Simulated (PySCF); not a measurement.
Job for PySCF: R-M06-2X/def2-TZVPP on C2H6OSi (SMILES CO[Si]C), a point of a torsion scan.

```python
from pyscf import gto, dft

mol = gto.M(
    atom='''
    C     1.91100512   -0.34440499    0.02045549
    O     0.64807582    0.11538665   -0.29411248
    Si   -0.40280569    1.18992372    0.38828701
    C    -1.88429016    0.00989747    0.69754879
    H     2.56295375    0.47334231    0.34752605
    H     2.34636293   -0.81063996   -0.86662012
    H     1.85944327   -1.08897717    0.82208807
    H    -1.99967082   -0.72198055   -0.10351590
    H    -2.81995731    0.55888467    0.78610771
    H    -1.74807268   -0.54345229    1.62761869
    ''',
    basis='def2-tzvpp',
    charge=0, spin=0, verbose=4, max_memory=1800)
mf = dft.RKS(mol, xc='m062x').density_fit(auxbasis='def2-universal-jkfit')
mf.grids.level = 4
mf.conv_tol = 1e-9
mf.max_cycle = 150
mf.kernel()
mf.dip_moment()
```

The log:

```
PySCF version 2.14.0

[INPUT] verbose = 4
[INPUT] num. atoms = 10
[INPUT] num. electrons = 40
[INPUT] charge = 0
[INPUT] spin (= nelec alpha-beta = 2S) = 0
[INPUT] symmetry False subgroup None
[INPUT] Mole.unit = angstrom
[INPUT] Symbol           X                Y                Z      unit          X                Y                Z       unit  Magmom
[INPUT]  1 C      1.911005120000  -0.344404990000   0.020455490000 AA    3.611276299442  -0.650831107034   0.038655273844 Bohr   0.0
[INPUT]  2 O      0.648075820000   0.115386650000  -0.294112480000 AA    1.224685807753   0.218049166931  -0.555792037017 Bohr   0.0
[INPUT]  3 Si    -0.402805690000   1.189923720000   0.388287010000 AA   -0.761192435516   2.248629939924   0.733756106626 Bohr   0.0
[INPUT]  4 C     -1.884290160000   0.009897470000   0.697548790000 AA   -3.560792341613   0.018703507626   1.318176171622 Bohr   0.0
[INPUT]  5 H      2.562953750000   0.473342310000   0.347526050000 AA    4.843280657427   0.894487329069   0.656729055652 Bohr   0.0
[INPUT]  6 H      2.346362930000  -0.810639960000  -0.866620120000 AA    4.433983326532  -1.531887510028  -1.637674680838 Bohr   0.0
[INPUT]  7 H      1.859443270000  -1.088977170000   0.822088070000 AA    3.513838524466  -2.057868607204   1.553521302572 Bohr   0.0
[INPUT]  8 H     -1.999670820000  -0.721980550000  -0.103515900000 AA   -3.778830189084  -1.364345506763  -0.195616700538 Bohr   0.0
[INPUT]  9 H     -2.819957310000   0.558884670000   0.786107710000 AA   -5.328946998865   1.056138961518   1.485528276309 Bohr   0.0
[INPUT] 10 H     -1.748072680000  -0.543452290000   1.627618690000 AA   -3.303378611034  -1.026975989868   3.075753559323 Bohr   0.0

nuclear repulsion = 158.134438388371
number of shells = 83
number of NR pGTOs = 297
number of NR cGTOs = 219
basis = def2-tzvpp
ecp = {}


******** <class 'pyscf.df.df_jk.DFRKS'> ********
method = DFRKS
initial guess = minao
damping factor = 0
level_shift factor = 0
DIIS = <class 'pyscf.scf.diis.CDIIS'>
diis_start_cycle = 1
diis_space = 8
diis_damp = 0
SCF conv_tol = 1e-09
SCF conv_tol_grad = None
SCF max_cycles = 150
direct_scf = False
XC library pyscf.dft.libxc version 7.1.2
    S. Lehtola, C. Steigemann, M. J. T. Oliveira, and M. A. L. Marques,  SoftwareX 7, 1–5 (2018)
XC functionals = m062x
    Y. Zhao and D. G. Truhlar,  Theor. Chem. Acc. 120, 215 (2008)
    Y. Zhao and D. G. Truhlar,  Theor. Chem. Acc. 120, 215 (2008)
radial grids:
    Treutler-Ahlrichs [JCP 102, 346 (1995); DOI:10.1063/1.469408] (M4) radial grids

becke partition: Becke, JCP 88, 2547 (1988); DOI:10.1063/1.454033
pruning grids: <function nwchem_prune>
grids dens level: 4
symmetrized grids: False
atomic radii adjust function: <function treutler_atomic_radii_adjust>
small_rho_cutoff = 0
Set gradient conv threshold to 3.16228e-05
Initial guess from minao.
tot grids = 208648
******** <class 'pyscf.df.df.DF'> ********
auxbasis = def2-universal-jkfit
init E= -444.758696688105
  HOMO = -0.228975906045612  LUMO = -0.0890221660706558  gap/eV = 3.80834
cycle= 1 E= -444.424526899986  delta_E= 0.334  |g|= 0.647  |ddm|= 2.23
  HOMO = -0.204913884121659  LUMO = -0.0260866184705222  gap/eV = 4.86614
cycle= 2 E= -444.371145616264  delta_E= 0.0534  |g|= 0.864  |ddm|= 0.879
  HOMO = -0.253353104679817  LUMO = -0.0367798958818213  gap/eV = 5.89326
cycle= 3 E= -444.504256183152  delta_E= -0.133  |g|= 0.0755  |ddm|= 0.496
  HOMO = -0.257740683380057  LUMO = -0.0359953102896782  gap/eV = 6.03400
cycle= 4 E= -444.505145219767  delta_E= -0.000889  |g|= 0.0371  |ddm|= 0.0649
  HOMO = -0.25627935675179  LUMO = -0.0351185093028903  gap/eV = 6.01809
cycle= 5 E= -444.505481963125  delta_E= -0.000337  |g|= 0.00374  |ddm|= 0.0308
  HOMO = -0.256303922010645  LUMO = -0.0350534925115582  gap/eV = 6.02053
cycle= 6 E= -444.505486234565  delta_E= -4.27e-06  |g|= 0.000644  |ddm|= 0.00494
  HOMO = -0.25626720444486  LUMO = -0.0350348298189118  gap/eV = 6.02004
cycle= 7 E= -444.505486478808  delta_E= -2.44e-07  |g|= 0.000207  |ddm|= 0.00171
  HOMO = -0.256274339551929  LUMO = -0.0350366115677403  gap/eV = 6.02019
cycle= 8 E= -444.505486504822  delta_E= -2.6e-08  |g|= 0.000107  |ddm|= 0.000465
  HOMO = -0.256275151337235  LUMO = -0.03503691061794  gap/eV = 6.02020
cycle= 9 E= -444.505486511033  delta_E= -6.21e-09  |g|= 2.81e-05  |ddm|= 0.000191
  HOMO = -0.256274057543557  LUMO = -0.0350355989194071  gap/eV = 6.02021
cycle= 10 E= -444.505486512092  delta_E= -1.06e-09  |g|= 9.78e-06  |ddm|= 8.98e-05
  HOMO = -0.256274472377477  LUMO = -0.0350362296285951  gap/eV = 6.02020
cycle= 11 E= -444.505486512269  delta_E= -1.77e-10  |g|= 3.57e-06  |ddm|= 4.43e-05
  HOMO = -0.256274146570959  LUMO = -0.0350358830346948  gap/eV = 6.02020
Extra cycle  E= -444.505486512279  delta_E= -1.02e-11  |g|= 1.62e-06  |ddm|= 8.31e-06
converged SCF energy = -444.505486512279
Dipole moment(X, Y, Z, Debye):  0.54329, -0.92359,  0.43320
```

The run converged.

Cost: very roughly 80 core-seconds.
